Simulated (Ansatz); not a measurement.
1,1,2-trichloro-2-fluoroethene (C2Cl3F), SMILES FC(Cl)=C(Cl)Cl.

The structure is a stationary point at B3LYP-D3(BJ)/def2-SVP.

Two levels are set side by side: PBE/def2-SVPD (Ansatz, a first-principles code) and CAM-B3LYP/def2-SVPD (Ansatz). Energy differences of separate SCF runs at the same geometry; the states with an electron removed or added have multiplicity 2 and 2. Differences are taken from unrounded values.

```csv
quantity,PBE
vertical ionisation energy (eV),9.26
vertical singlet–triplet gap (eV),3.77
```

Q: These are the PBE values. What does CAM-B3LYP give? (An estimate is asked for; the answer gives what the named calculation found.)

A: 
```json
[
 {"quantity": "vertical ionisation energy (eV)", "CAM-B3LYP": "9.71", "PBE minus CAM-B3LYP": "-0.45"},
 {"quantity": "vertical singlet–triplet gap (eV)", "CAM-B3LYP": "3.73", "PBE minus CAM-B3LYP": "0.04"}
]
```
